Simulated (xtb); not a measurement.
C₆H₈ (SMILES C1=CCCC=C1), singlet, geometry from GFN2-xTB; GFN0-xTB (xtb).

xtb was given this input:
```
$ xtb mol.xyz --gfn 0 --etemp 3000 --json

# file mol.xyz
14

C      0.33415403    -1.32094912     0.37025126
C      1.34641342    -0.52637671     0.03031447
C      1.12170147     0.88666805    -0.21546712
C     -0.11301375     1.35323081    -0.38684073
C     -1.29270643     0.42569228    -0.37438804
C     -1.04916727    -0.76755513     0.55007034
H      0.48430172    -2.36848684     0.58687686
H      2.35391142    -0.90435261    -0.06299487
H      1.98251912     1.53737759    -0.26231479
H     -0.30020542     2.39536091    -0.60068737
H     -1.45672544     0.07023329    -1.39983198
H     -2.19481983     0.95787436    -0.06778948
H     -1.79744996    -1.54065932     0.36728094
H     -1.15582054    -0.45160844     1.59581954
```

Task: What does xtb print? Leave out banner, timings and long lists.

Result: 
```
   ID    Z sym.   atoms
    1    6 C      1-6
    2    1 H      7-14

           -------------------------------------------------
          |                Calculation Setup                |
           -------------------------------------------------

           -------------------------------------------------
          |                 G F N 0 - x T B                 |
           -------------------------------------------------

          ...................................................
          :                      SETUP                      :
          :.................................................:
          :  # basis functions                  40          :
          :  # atomic orbitals                  40          :
          :  # shells                           28          :
          :  # electrons                        32          :
          :  electronic temp.         3000.0000000     K    :
          :  accuracy                    1.0000000          :
          :  -> integral cutoff          0.2500000E+02      :
          :  -> integral neglect         0.1000000E-07      :
          ...................................................

         :::::::::::::::::::::::::::::::::::::::::::::::::::::
         ::                     SUMMARY                     ::
         :::::::::::::::::::::::::::::::::::::::::::::::::::::
         :: total energy             -17.066930029981 Eh    ::
         :: gradient norm              0.014102660301 Eh/a0 ::
         :: HOMO-LUMO gap              3.274095198332 eV    ::
         ::.................................................::
         :: H0 energy                -17.362640678199 Eh    ::
         :: repulsion energy           0.313821590833 Eh    ::
         :: electrostat energy        -0.013812075151 Eh    ::
         :: -> Gsolv                   0.000000000000 Eh    ::
         ::    -> Gsasa                0.000000000000 Eh    ::
         ::    -> Gshift               0.000000000000 Eh    ::
         :: dispersion energy         -0.004298867465 Eh    ::
         :: short-range corr.          0.000000000000 Eh    ::
         :: add. restraining           0.000000000000 Eh    ::
         :: total charge              -0.000000000000 e     ::
         :::::::::::::::::::::::::::::::::::::::::::::::::::::

           -------------------------------------------------
          |                Property Printout                |
           -------------------------------------------------

    * Orbital Energies and Occupations

         #    Occupation            Energy/Eh            Energy/eV
      -------------------------------------------------------------
         1        2.0000           -0.6442345             -17.5305
       ...           ...                  ...                  ...
         4        2.0000           -0.6049652             -16.4619
         5        2.0000           -0.5993622             -16.3095
         6        2.0000           -0.5746761             -15.6377
         7        2.0000           -0.5685089             -15.4699
         8        2.0000           -0.5471426             -14.8885
         9        2.0000           -0.5264968             -14.3267
        10        2.0000           -0.5194089             -14.1338
        11        2.0000           -0.5138601             -13.9828
        12        2.0000           -0.5063667             -13.7789
        13        2.0000           -0.4722592             -12.8508
        14        2.0000           -0.4709590             -12.8154
        15        2.0000           -0.4645917             -12.6422
        16        1.9965           -0.4106958             -11.1756 (HOMO)
        17        0.0036           -0.2903751              -7.9015 (LUMO)
        18        0.0000           -0.1939240              -5.2769
        19                         -0.1381410              -3.7590
        20                         -0.1289992              -3.5102
        21                         -0.1165261              -3.1708
        22                         -0.1163366              -3.1657
        23                         -0.1076813              -2.9302
        24                         -0.1031168              -2.8060
        25                         -0.0943059              -2.5662
        26                         -0.0677888              -1.8446
        27                          0.0382486               1.0408
       ...                                ...                  ...
        40                          0.6277191              17.0811
      -------------------------------------------------------------
                  HL-Gap            0.1203208 Eh            3.2741 eV
             Fermi-level            0.0000000 Eh            0.0000 eV

     #   Z          covCN         q      C6AA      α(0)
     1   6 C        2.901    -0.139    33.264     9.427
     2   6 C        2.906    -0.084    31.724     9.206
     3   6 C        2.906    -0.084    31.724     9.206
     4   6 C        2.901    -0.139    33.264     9.427
     5   6 C        3.810    -0.087    24.795     7.175
     6   6 C        3.810    -0.087    24.795     7.175
     7   1 H        0.926     0.092     1.858     2.132
     8   1 H        0.926     0.083     1.948     2.183
     9   1 H        0.926     0.083     1.948     2.183
    10   1 H        0.926     0.092     1.858     2.132
    11   1 H        0.924     0.077     2.010     2.217
    12   1 H        0.924     0.058     2.224     2.332
    13   1 H        0.924     0.058     2.224     2.332
    14   1 H        0.924     0.077     2.010     2.217

 Mol. C6AA /au·bohr⁶  :       1940.679460
 Mol. C8AA /au·bohr⁸  :      46389.407945
 Mol. α(0) /au        :         69.342151

Wiberg/Mayer (AO) data.
largest (>0.10) Wiberg bond orders for each atom

 ---------------------------------------------------------------------------
     #   Z sym  total        # sym  WBO       # sym  WBO       # sym  WBO
 ---------------------------------------------------------------------------
     1   6 C    3.981 --     2 C    1.854     6 C    1.016     7 H    0.973
                             4 C    0.117
     2   6 C    3.984 --     1 C    1.854     3 C    1.103     8 H    0.971
     3   6 C    3.984 --     4 C    1.854     2 C    1.103     9 H    0.971
     4   6 C    3.981 --     3 C    1.854     5 C    1.016    10 H    0.973
                             1 C    0.117
     5   6 C    3.989 --     4 C    1.016     6 C    1.006    12 H    0.974
                            11 H    0.958
     6   6 C    3.989 --     1 C    1.016     5 C    1.006    13 H    0.974
                            14 H    0.958
     7   1 H    0.985 --     1 C    0.973
     8   1 H    0.985 --     2 C    0.971
     9   1 H    0.985 --     3 C    0.971
    10   1 H    0.985 --     4 C    0.973
    11   1 H    0.985 --     5 C    0.958
    12   1 H    0.984 --     5 C    0.974
    13   1 H    0.984 --     6 C    0.974
    14   1 H    0.985 --     6 C    0.958
 ---------------------------------------------------------------------------

Topologies differ in total number of bonds
Writing topology from bond orders to xtbtopo.mol

 dipole moment from electron density (au)
     X       Y       Z
  -0.2984  -0.0436   0.0224  total (Debye):    0.768

           -------------------------------------------------
          | TOTAL ENERGY              -17.066930029981 Eh   |
          | GRADIENT NORM               0.014102660301 Eh/α |
          | HOMO-LUMO GAP               3.274095198332 eV   |
           -------------------------------------------------

normal termination of xtb
```
